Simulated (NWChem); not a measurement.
System: AlCl, singlet; SMILES [Cl][Al]

The following NWChem deck was run.

```
start job
memory heap 200 mb stack 900 mb global 1100 mb
geometry units angstroms noautoz
  Al     0.000000     0.000000    -1.209222
  Cl     0.000000     0.000000     0.937703
end
basis spherical
  Al library 6-31g*
  Cl library 6-31g*
end
dft
  xc xtpss03 ctpss03
  iterations 200
end
task dft gradient
```

Output (shortened):

```
             Northwest Computational Chemistry Package (NWChem) 7.3.0
             --------------------------------------------------------

 ORDER OF PRIMARY AXIS IS BEING SET TO 4
 C4V symmetry detected

                             Geometry "geometry" -> ""
                             -------------------------

 Output coordinates in angstroms (scale by  1.889725989 to convert to a.u.)

  No.       Tag          Charge          X              Y              Z
 ---- ---------------- ---------- -------------- -------------- --------------
    1 Al                  13.0000     0.00000000     0.00000000    -1.21659083
    2 Cl                  17.0000     0.00000000     0.00000000     0.93033417

 Effective nuclear repulsion energy (a.u.)      54.4724068279

      Symmetry information
      --------------------

 Group name             C4v
 Group number             18
 Group order               8
 No. of unique centers     2

                                 NWChem DFT Module
                                 -----------------

 Summary of "ao basis" -> "ao basis" (spherical)
 ------------------------------------------------------------------------------
       Tag                 Description            Shells   Functions and Types
 ---------------- ------------------------------  ------  ---------------------
 Al                          6-31g*                  8       18   4s3p1d
 Cl                          6-31g*                  8       18   4s3p1d

      Symmetry analysis of basis
      --------------------------

        a1         16
        a2          0
        b1          2
        b2          2
        e          16

            General Information
            -------------------
          SCF calculation type: DFT
          Wavefunction type:  closed shell.
          No. of atoms     :     2
          No. of electrons :    30
           Alpha electrons :    15
            Beta electrons :    15
          Charge           :     0
          Spin multiplicity:     1
          Use of symmetry is: on ; symmetry adaption is: on
          Maximum number of iterations: 200
          AO basis - number of functions:    36
                     number of shells:    16
          Convergence on energy requested:  1.00D-06
          Convergence on density requested:  1.00D-05
          Convergence on gradient requested:  5.00D-04

              XC Information
              --------------
                  TPSS metaGGA Exchange Functional  1.000
             TPSS03 metaGGA Correlation Functional  1.000

             Grid Information
             ----------------
          Grid used for XC integration:  medium
          Radial quadrature: Mura-Knowles
          Angular quadrature: Lebedev.
          Tag              B.-S. Rad. Rad. Pts. Rad. Cut. Ang. Pts.
          ---              ---------- --------- --------- ---------
          Al                  1.25       88           8.0       590
          Cl                  1.00       88           9.0       590
          Grid pruning is: on
          Number of quadrature shells:   176
          Spatial weights used:  Erf1

      Superposition of Atomic Density Guess
      -------------------------------------

 Sum of atomic energies:        -701.30923342

      Non-variational initial energy
      ------------------------------

 Total energy =    -701.398694
 1-e energy   =   -1080.114274
 2-e energy   =     324.243174
 HOMO         =      -0.266773
 LUMO         =       0.010036

      Symmetry analysis of molecular orbitals - initial
      -------------------------------------------------

 !! scf_movecs_sym_adapt:    4 vectors were symmetry contaminated

  Symmetry fudging

 !! scf_movecs_sym_adapt:    4 vectors were symmetry contaminated

  Numbering of irreducible representations:

     1 a1          2 a2          3 b1          4 b2          5 e

  Orbital symmetries:

     1 a1          2 a1          3 a1          4 a1          5 e
     6 e           7 a1          8 a1          9 e          10 e
    11 a1         12 a1         13 e          14 e          15 a1
    16 e          17 e          18 a1         19 a1         20 e
    21 e          22 a1         23 a1         24 e          25 e

   convergence    iter        energy       DeltaE   RMS-Dens  Diis-err
 ---------------- ----- ----------------- --------- --------- ---------
 d= 0,ls=0.0,diis     1   -702.6507507000 -7.57D+02  3.38D-02  1.81D-01
 d= 0,ls=0.0,diis     2   -702.5660463316  8.47D-02  2.21D-02  5.94D-01
 d= 0,ls=0.0,diis     3   -702.6802947426 -1.14D-01  2.43D-03  7.28D-03
 d= 0,ls=0.0,diis     4   -702.6815495291 -1.25D-03  6.90D-04  3.27D-04
 d= 0,ls=0.0,diis     5   -702.6816009102 -5.14D-05  1.18D-04  1.89D-05
  Resetting Diis
 d= 0,ls=0.0,diis     6   -702.6816035093 -2.60D-06  4.48D-05  7.01D-07
 d= 0,ls=0.0,diis     7   -702.6816037250 -2.16D-07  4.65D-06  2.56D-09

         Total DFT energy =     -702.681603724958
      One electron energy =    -1081.262198882423
           Coulomb energy =      371.032621947414
    Exchange-Corr. energy =      -46.924433617823
 Nuclear repulsion energy =       54.472406827874

 Numeric. integr. density =       29.999999931066

                  Occupations of the irreducible representations
                  ----------------------------------------------

                     irrep           alpha         beta
                     --------     --------     --------
                     a1                9.0          9.0
                     a2                0.0          0.0
                     b1                0.0          0.0
                     b2                0.0          0.0
                     e                 6.0          6.0

                       DFT Final Molecular Orbital Analysis
                       ------------------------------------

 Vector   13  Occ=2.000000D+00  E=-2.933149D-01  Symmetry=e
              MO Center= -2.1D-16,  6.6D-17,  8.0D-01, r^2= 1.4D+00
   Bfn.  Coefficient  Atom+Function         Bfn.  Coefficient  Atom+Function
  ----- ------------  ---------------      ----- ------------  ---------------
    26      0.673440  2 Cl py                30      0.371191  2 Cl py
    22     -0.265858  2 Cl py                25     -0.168503  2 Cl px
     8      0.124459  1 Al py                29     -0.092877  2 Cl px
    21      0.066521  2 Cl px                 4     -0.049361  1 Al py
    15      0.047082  1 Al d -1              12      0.043144  1 Al py

 Vector   14  Occ=2.000000D+00  E=-2.933149D-01  Symmetry=e
              MO Center= -8.5D-17, -4.1D-17,  8.0D-01, r^2= 1.4D+00
   Bfn.  Coefficient  Atom+Function         Bfn.  Coefficient  Atom+Function
  ----- ------------  ---------------      ----- ------------  ---------------
    25      0.673440  2 Cl px                29      0.371191  2 Cl px
    21     -0.265858  2 Cl px                26      0.168503  2 Cl py
     7      0.124459  1 Al px                30      0.092877  2 Cl py
    22     -0.066521  2 Cl py                 3     -0.049361  1 Al px
    17     -0.047082  1 Al d  1              11      0.043144  1 Al px

 Vector   15  Occ=2.000000D+00  E=-2.271032D-01  Symmetry=a1
              MO Center= -7.3D-17, -6.3D-17, -1.2D+00, r^2= 3.2D+00
   Bfn.  Coefficient  Atom+Function         Bfn.  Coefficient  Atom+Function
  ----- ------------  ---------------      ----- ------------  ---------------
     6      0.529249  1 Al s                 10      0.435696  1 Al s
    27      0.368778  2 Cl pz                 9     -0.273874  1 Al pz
     2     -0.221310  1 Al s                 31      0.207613  2 Cl pz
    23     -0.142623  2 Cl pz                 5      0.108831  1 Al pz
    13     -0.070458  1 Al pz                24     -0.057015  2 Cl s

 Vector   16  Occ=0.000000D+00  E=-8.620177D-02  Symmetry=e
              MO Center= -6.0D-17, -2.1D-16, -1.2D+00, r^2= 3.8D+00
   Bfn.  Coefficient  Atom+Function         Bfn.  Coefficient  Atom+Function
  ----- ------------  ---------------      ----- ------------  ---------------
     8      0.520585  1 Al py                12      0.468899  1 Al py
     7     -0.304702  1 Al px                11     -0.274451  1 Al px
    26     -0.189668  2 Cl py                30     -0.189152  2 Cl py
     4     -0.174110  1 Al py                25      0.111014  2 Cl px
    29      0.110712  2 Cl px                 3      0.101908  1 Al px

 Vector   17  Occ=0.000000D+00  E=-8.620177D-02  Symmetry=e
              MO Center=  2.4D-17, -1.3D-16, -1.2D+00, r^2= 3.8D+00
   Bfn.  Coefficient  Atom+Function         Bfn.  Coefficient  Atom+Function
  ----- ------------  ---------------      ----- ------------  ---------------
     7      0.520585  1 Al px                11      0.468899  1 Al px
     8      0.304702  1 Al py                12      0.274451  1 Al py
    25     -0.189668  2 Cl px                29     -0.189152  2 Cl px
     3     -0.174110  1 Al px                26     -0.111014  2 Cl py
    30     -0.110712  2 Cl py                 4     -0.101908  1 Al py

[...]

                         DFT ENERGY GRADIENTS

    atom               coordinates                        gradient
                 x          y          z           x          y          z
   1 Al      0.000000   0.000000  -2.299023    0.000000   0.000000   0.005487
   2 Cl      0.000000   0.000000   1.758077    0.000000   0.000000  -0.005487
```

Level: TPSS/6-31G* (spherical d). Low-valent species are run as closed-shell singlets; no triplet was tried in these runs. The geometry was optimised at PBE0/def2-SVP.
